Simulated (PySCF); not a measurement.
What does the PBE0-D3(BJ)/def2-SVP structure of `[F][V-]([F])([F])[F]` ([VF4]-) [triplet] look like in three dimensions? (Charge -1 and triplet state.)

```xyz
5
VF4 angstrom
V     -0.0061    0.0011   -0.0024
F     -0.0984    0.0052    1.8068
F      1.7330    0.0048   -0.5098
F     -0.8234    1.4832   -0.6518
F     -0.8052   -1.4943   -0.6428
```

Orientation and origin are arbitrary. Atoms count from 1 in this order. All 4 F–V bonds measure 1.812 to 1.813 Å. V1 (vanadium bonded to 4 F) is tetrahedral (angles from 109.0° to 110.4°).

Bonds between heavy atoms (Å): V1–F2 1.812, V1–F3 1.812, V1–F4 1.813, V1–F5 1.812.

The calculation used PBE0-D3(BJ)/def2-SVP geometry optimisation, gas phase in PySCF 2.14.0.

Point group: Td (every atom within 0.08 Å of its image). No frequency check. ⟨S²⟩ = 2.005 (exact for a triplet: 2.00). The geometry's basis has no diffuse functions, a weakness for an anion.

Time: 37 s wall. Hardware: an Arm Neoverse V1 with one thread, shared host. This is the geometry optimisation.

Neither the SCF state along the optimisation nor the shape of the open-shell metal species was proved the lowest: other solutions of the same spin, or a structure of lower symmetry, can lie below.
